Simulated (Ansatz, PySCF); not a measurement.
Noncovalent pair: H2O (SMILES O) (first 3 atoms) with C2H6O (SMILES CCO); geometry from B3LYP-D3(BJ)/def2-TZVP, rigid monomers moved along the line of their centres of mass till H2···O6 is 2.62 Å.
(charge 0, multiplicity 1):
```xyz
12

O     -0.21921     0.30779     0.17249
H      0.30395     0.10224     0.96663
H      0.12509    -0.26415    -0.51973
C     -1.29973     0.33071     4.26662
C     -0.26545    -0.77579     4.18513
O      0.91212    -0.37867     3.46539
H     -2.19078    -0.02149     4.79111
H     -1.58926     0.65747     3.26756
H     -0.91032     1.19149     4.81749
H      0.01647    -1.12634     5.18358
H     -0.65776    -1.62854     3.63133
H      1.29148     0.39514     3.89737
```

Counterpoise-corrected where a basis set is named; no monomer relaxation.

Cores are frozen in the correlated methods.

Codes used: Ansatz (Gaussian basis) for Hartree–Fock, density functionals and correlated methods; PySCF for the dispersion terms. 

Problem. Estimate the interaction energy that PBE-D4/def2-TZVPPD returns for this input.

Solution. -3.9 kcal/mol

Ansatz is a program for electronic structure.
